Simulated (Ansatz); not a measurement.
A structure relaxed at PBE0-D4/def2-TZVP, charge 0, multiplicity 1:

```xyz
14

C     2.223    1.519   -0.176
C     1.273    0.931    0.537
C     0.470   -0.237    0.067
N    -0.950    0.070    0.106
Ge   -2.154   -1.308   -0.085
H     2.780    2.367    0.204
H     2.483    1.164   -1.169
H     1.015    1.308    1.524
H     0.646   -1.084    0.743
H     0.831   -0.548   -0.925
H    -1.162    0.875   -0.469
H    -1.970   -2.102   -1.402
H    -3.558   -0.689   -0.050
H    -1.928   -2.264    1.097
```

(1) Give its formula and SMILES.

(2) Point group (tolerance 0.08 Å, 0.16 Å for H)?

(3) Summarise the bond lengths by kind.

Answers

(1) C3H9GeN, `C=CC[NH][GeH3]`.

(2) C1.

(3) 2 × C–C 1.325 to 1.493 Å; 5 × C–H 1.084 to 1.101 Å; 1 × C–N 1.453 Å; 1 × Ge–N 1.839 Å; 1 × H–N 1.011 Å; 3 × Ge–H 1.535 to 1.549 Å.

Results of the Gaussian-basis code of Ansatz.
